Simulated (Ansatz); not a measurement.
```yaml
crystal:
  periodic: [false, false, false]
  atoms:
    - {symbol: O, position_ang: [-0.615381, 0.491569, 1.191404]}
    - {symbol: Ge, position_ang: [0.197460, 0.033571, -0.278044]}
    - {symbol: F, position_ang: [1.721399, -0.658354, 0.099095]}
    - {symbol: Cl, position_ang: [-0.868960, -1.440333, -1.358023]}
    - {symbol: Cl, position_ang: [0.521485, 1.773104, -1.408138]}
    - {symbol: H, position_ang: [-0.913903, -0.263557, 1.707507]}
basis:
  gaussian: {orbitals: def2-TZVPP}
hamiltonian: {xc: {name: B3LYP-D3}, dispersion: d4}
accuracy: high
scf: {lower_state_search: full}
output: {forces: true}
```

```sh
$ ansatz run in.yaml --threads 4 --pin off --events-out ev --progress --plain --max-ram 10444MiB
```

(1) How does Ansatz answer? (Estimate.)

## Answers

(1) Computed: The input was rejected before any iteration.
```
Error: YAML parse error: error: line 12 column 19: hamiltonian.xc: no functional is named "B3LYP-D3"; the names, which are not case-sensitive, are SVWN5, SPW92, PBE, PBE0, PBEsol, revPBE, revPBE0, RPBE, rPW86-PBE, HSE06, wPBEh, LC-wPBE, HISS, HF, BLYP, B3LYP, B3LYP5, BHLYP, CAM-B3LYP, r2SCAN, r2SCANh, r2SCAN0, r2SCAN50, m-r2SCAN, B97, wB97, wB97X, wB97X-V, B97M-V, wB97M-V, B2PLYP, B2GP-PLYP, PBE0-DH, PBE-QIDH
10 | basis:
11 |   gaussian: {orbitals: def2-TZVPP}
12 | hamiltonian: {xc: {name: B3LYP-D3}, dispersion: d4}
13 | accuracy: high
14 | scf: {lower_state_search: full}
```

HSE06 is defined as in plane-wave codes.
